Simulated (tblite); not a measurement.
C7H6FN3.
InChI=1S/C7H6FN3/c1-5-6-3-2-4-7(8)11(6)10-9-5/h2-4H,1H3

Computed with GFN2-xTB (tblite): harmonic, unscaled wavenumbers at the GFN2-xTB geometry, gas phase. Errors from tens to a few hundred cm⁻¹ against measured bands are possible.

Harmonic wavenumbers (cm⁻¹): 65.4, 117.1, 163.1, 197.0, 254.4, 297.5, 316.1, 466.4, 493.5, 506.2, 558.8, 582.2, 666.3, 687.5, 693.9, 749.4, 794.5, 853.4, 869.7, 906.8, 998.2, 1019.0, 1037.7, 1072.5, 1159.3, 1163.9, 1181.4, 1233.9, 1284.1, 1302.4, 1340.8, 1391.1, 1422.7, 1446.9, 1467.1, 1475.3, 1519.6, 1553.4, 1625.8, 3005.0, 3016.4, 3067.9, 3109.5, 3119.6, 3132.8.

A = 2100, B = 1059, C = 707.0 MHz; mass 151.055 u (most abundant isotopes); point group Cs, symmetry number 1.

Question: Zero-point energy?

Answer: ½Σν̃ = 26693 cm⁻¹ = 76.32 kcal/mol.

Question: What is S at 298.15 K and 1 bar for an ideal gas of classical rigid rotors and harmonic oscillators?

Answer: Translation 40.97, rotation 29.70, vibration 22.24: S = 92.9 cal/(mol K).

Question: And Cp and H(298.15 K) − H(0)?

Answer: Cp = 35.58 cal/(mol K), of which vibrations give 27.63 (their classical limit is 45 R = 89.4); H(298.15 K) − H(0) = 6.16 kcal/mol without the zero-point energy, 3.79 from vibrations.

Question: Which modes carry the vibrational entropy at 298.15 K?

Answer: 65.4 cm⁻¹: 4.29; 117.1 cm⁻¹: 3.15; 163.1 cm⁻¹: 2.51; 197.0 cm⁻¹: 2.16; 254.4 cm⁻¹: 1.70; 297.5 cm⁻¹: 1.43 cal/(mol K); the other 39 give 7.00 together.

Question: Blend soft modes into free rotors: weight 1/[1 + (100 cm⁻¹/ν̃)⁴] for the oscillator and the rest for a rotor with moment μB/(μ + B), μ = h/(8π²ν), B = 10⁻⁴⁴ kg m². What vibrational entropy results?

Answer: 21.24 cal/(mol K) in place of 22.24, which changes −T·S at 298.15 K by +0.30 kcal/mol.

Hindered rotation and anharmonicity are outside this model.
